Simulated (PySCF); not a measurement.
Input and output of a geometry optimisation on `BrC1=CC=C[SiH2]1`.

Level of theory: PBE0-D3(BJ)/def2-SVP geometry optimisation, gas phase in PySCF.

Input of the driver that calls PySCF (job settings, then Cartesian coordinates in Å, the GFN2-xTB start):

```
{"job": {"xc": "PBE0", "basis": "def2-SVP", "d3": "d3bj", "grid": 2, "kind": "geom"}, "charge": 0, "multiplicity": 1}
Br    -1.5258     2.6817    -0.4309
C     -0.5440     1.0820    -0.1762
C      0.7934     1.0461    -0.1937
C      1.3649    -0.2730     0.0214
C      0.5058    -1.2850     0.2100
Si    -1.2661    -0.6528     0.1296
H      1.4321     1.9025    -0.3519
H      2.4401    -0.3831     0.0221
H      0.8397    -2.2948     0.3776
H     -2.0333    -1.1140    -1.0243
H     -2.0013    -0.7068     1.3903
```

The driver printed:

```
step   0  E = -3017.92520201  max force = 0.027886
step   1  E = -3017.92896136  max force = 0.003170
step   2  E = -3017.92898388  max force = 0.001784
step   3  E = -3017.92899494  max force = 0.001460
step   4  E = -3017.92900189  max force = 0.000475
step   5  E = -3017.92900406  max force = 0.000129
optimisation converged
```

Energies are in Eh and forces in Eh/bohr. The run used 131 basis functions and 42 SCF iterations in all.

The run took 45 s on one thread, Arm Neoverse V1 (aarch64), no GPU, shared host with 32 logical CPUs at a one-minute load of 27, and the process peaked at 0.73 GiB of memory.

Task: How much energy does the optimisation gain, and how much of it in the first step?

Result: 2.4 kcal/mol (103 meV) from step 0 to step 5; the first step changes the energy by -2.4 kcal/mol. The largest force component goes from 0.0279 to 0.00013 Eh/bohr.

Final geometry (Å):

```
atom  x, y, z in Å
Br1   -1.503    3.013   -0.397
C2    -0.519    1.444   -0.146
C3     0.829    1.380   -0.158
C4     1.402    0.036    0.061
C5     0.548   -0.995    0.250
Si6   -1.184   -0.294    0.159
H7     1.477    2.248   -0.316
H8     2.492   -0.080    0.063
H9     0.896   -2.016    0.418
H10   -2.008   -0.800   -0.977
H11   -1.972   -0.394    1.422
```

Point group Cs. PBE0-D3(BJ)/def2-SVP frequencies: not computed here. After the best overlay, start and end differ by 0.03 Å (root mean square over atoms).
